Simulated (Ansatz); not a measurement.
`N[SiH]1BN1` + H₂S → `S[SiH]1BN1` + NH₃ at 400 K and 1 bar (ligand exchange at the Si–N bond).

Isolated molecules relaxed with PBE0-D4/def2-TZVP in Ansatz; ΔE leaves out vibrations. CCSD(T)/CBS is the MP2 limit (def2-TZVPP, def2-QZVPP) plus CCSD(T) − MP2 in def2-TZVPP, frozen cores. This one scheme is used for every species. One conformer a species, not always the lowest.

```json
{"species": "`N[SiH]1BN1`", "CCSD(T)/CBS energy (Eh)": "-426.32182", "H − E (kJ/mol)": "193.8", "S (J/(mol·K))": "331.9"}
{"species": "H₂S", "CCSD(T)/CBS energy (Eh)": "-398.97279", "H − E (kJ/mol)": "53.4", "S (J/(mol·K))": "215.9"}
{"species": "`S[SiH]1BN1`", "CCSD(T)/CBS energy (Eh)": "-768.78804", "H − E (kJ/mol)": "150.6", "S (J/(mol·K))": "340.6"}
{"species": "NH₃", "CCSD(T)/CBS energy (Eh)": "-56.50880", "H − E (kJ/mol)": "104.2", "S (J/(mol·K))": "203.1"}
```

H − E and S are ideal-gas, rigid-rotor, harmonic terms from PBE0-D4/def2-TZVP, for one conformer and one mirror image of each species. 1 Eh = 2625.50 kJ/mol, R = 8.31446 J/(mol·K).

By hand: ΔE, ΔH, ΔS and ΔG.

ΔE = (-768.78804) + (-56.50880) − (-426.32182) − (-398.97279) = -0.00223 Eh = -5.9 kJ/mol. Δ(H − E) = 150.6 + 104.2 − 193.8 − 53.4 = 7.6, so ΔH = 1.7 kJ/mol. ΔS = 340.6 + 203.1 − 331.9 − 215.9 = -4.1 J/(mol·K). ΔG = 1.7 − 400 × (-4.1)/1000 = 3.3 kJ/mol.

By hand: the equilibrium constant, and the temperature at which ΔG would vanish if ΔH and ΔS stayed fixed.

log₁₀ K = −ΔG/(RT ln 10) = -0.4. ΔH and −TΔS have one sign here, so there is no such temperature.

TΔS isn't small against ΔH here. The sign of ΔG lies within the doubt. A doubt of 5 kJ/mol in ΔE shifts log₁₀ K by 0.7 here. Other conformers and mirror images would add mixing entropy, several J/(mol·K) or more a flexible species. These are equilibria of isolated gas molecules and say nothing of rates. Largest T1 diagnostic: 0.014 (customary marks: 0.02 for closed shells, 0.045 for open ones).

ΔS is within the doubt of such terms, so its sign, and with it that verdict, could turn.
